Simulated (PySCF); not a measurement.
bis(trimethylsilyl) sulfide (C6H18SSi2), SMILES [Si](S[Si](C)(C)C)(C)(C)C. Atoms are numbered in the order given.

```xyz
27

C     -3.1600     0.5288    -1.0947
Si    -1.7394     0.0014     0.0201
C     -2.0670    -1.7292     0.6882
C     -1.5574     1.2213     1.4459
S      0.0000     0.0000    -1.2809
Si     1.7394    -0.0014     0.0201
C      3.1600    -0.5288    -1.0947
C      2.0670     1.7292     0.6882
C      1.5574    -1.2213     1.4459
H     -3.2639    -0.1577    -1.9500
H     -2.9953     1.5429    -1.4911
H     -4.1107     0.5252    -0.5355
H     -1.2546    -2.0729     1.3455
H     -2.1597    -2.4487    -0.1404
H     -3.0063    -1.7464     1.2669
H     -1.3275     2.2312     1.0726
H     -2.5019     1.2711     2.0138
H     -0.7624     0.9248     2.1469
H      2.9953    -1.5429    -1.4911
H      4.1107    -0.5252    -0.5355
H      3.2639     0.1577    -1.9500
H      3.0063     1.7464     1.2669
H      2.1597     2.4487    -0.1404
H      1.2546     2.0729     1.3455
H      2.5019    -1.2711     2.0138
H      1.3275    -2.2312     1.0726
H      0.7624    -0.9248     2.1469
```
Charge 0, spin multiplicity 1.

The structure is a stationary point at B3LYP-D3(BJ)/def2-SVP. The isomer is the one that the SMILES or the coordinates give; other isomers of the formula were not compared. The values are those of a single conformer.

The numbers are results of r2SCAN/def2-SVP run with PySCF, not measurements.

Symmetry labels are those of the subgroup C2 that the program uses (full group C2).

Question: List the valence orbital energies around the gap with their symmetry. (An estimate is asked for; the answer gives what the named calculation found.)

Answer: 
| orbital | symmetry | energy (eV) |
|---|---|---|
| HOMO−7 | A | -9.53 |
| HOMO−6 | B | -8.11 |
| HOMO−5 | A | -7.99 |
| HOMO−4 | B | -7.87 |
| HOMO−3 | A | -7.56 |
| HOMO−2 | B | -7.30 |
| HOMO−1 | A | -6.84 |
| HOMO | B | -5.75 |
| LUMO | A | 0.94 |
| LUMO+1 | A | 1.08 |
| LUMO+2 | B | 1.11 |
| LUMO+3 | A | 1.52 |
